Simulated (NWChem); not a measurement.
# Lowest excitation of H2AlF

```xyz
4

Al     0.0000     0.0000    -0.5654
H     -1.4088     0.0000    -1.2803
H      1.4088     0.0000    -1.2803
F      0.0000     0.0000     1.1012
```
Charge 0, spin multiplicity 1.

Program: NWChem. Structure: optimised with PBE0/def2-SVP, a minimum by its harmonic frequencies.

Basis set: def2-SVPD.

The correlated methods keep 6 core orbitals frozen. The structure started from a generated list of species. Coupled-cluster values serve here as a point of comparison, not as the truth.

Problem. Order these methods by the lowest vertical singlet excitation energy they give, lowest first: TD-PBE0, TD-PBE, EOM-CCSD, CIS.

Solution. TD-PBE (5.40 eV), TD-PBE0 (5.82 eV), EOM-CCSD (6.13 eV), CIS (6.81 eV)
